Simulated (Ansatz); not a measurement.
`[SiH3]C1=C[SiH2]1`. Total charge 0; spin multiplicity 1.

Cartesian coordinates in Å:
```
Si 1.359 0.023 -1.128
C -0.044 -0.097 0.065
C -0.648 -1.008 0.833
Si -1.444 0.595 1.015
H 2.038 -1.289 -1.300
H 0.842 0.484 -2.443
H 2.340 1.021 -0.628
H -0.495 -2.065 1.019
H -2.737 0.894 0.358
H -1.211 1.442 2.208
```

Question: List the harmonic frequencies (cm⁻¹, unscaled) at PBE0-D4/def2-TZVP in Ansatz. (Estimate.)

Answer: The calculation gave: 98, 159, 209, 433, 569, 622, 632, 650, 693, 795, 844, 883, 918, 941, 942, 984, 1073, 1597, 2217, 2230, 2230, 2241, 2250, 3195.

Question: Is this a minimum?

Answer: Yes, all 24 modes are real.

Question: Give the ideal-gas thermochemistry at 298.15 K and 1 bar (rigid rotor, harmonic oscillator; point group Cs, symmetry number 1).

Answer: Zero-point energy 163.9 kJ/mol; H(298) − E = 182.6 kJ/mol; entropy 323.8 J/(mol·K), of which translation 164.4, rotation 109.0, vibration 50.4; G(298) − E = 86.0 kJ/mol. Modes under 100 cm⁻¹ are hindered rotations or soft bends, so the harmonic entropy is rough.

Question: And at 400, 500, 600, 800 and 1000 K?

Answer: 
```json
{"T (K)": "400", "H − E (kJ/mol)": "193.9", "S (J/mol/K)": "356.4", "G − E (kJ/mol)": "51.4"}
{"T (K)": "500", "H − E (kJ/mol)": "207.0", "S (J/mol/K)": "385.6", "G − E (kJ/mol)": "14.2"}
{"T (K)": "600", "H − E (kJ/mol)": "221.7", "S (J/mol/K)": "412.3", "G − E (kJ/mol)": "-25.7"}
{"T (K)": "800", "H − E (kJ/mol)": "254.6", "S (J/mol/K)": "459.5", "G − E (kJ/mol)": "-113.0"}
{"T (K)": "1000", "H − E (kJ/mol)": "291.0", "S (J/mol/K)": "500.0", "G − E (kJ/mol)": "-209.0"}
```
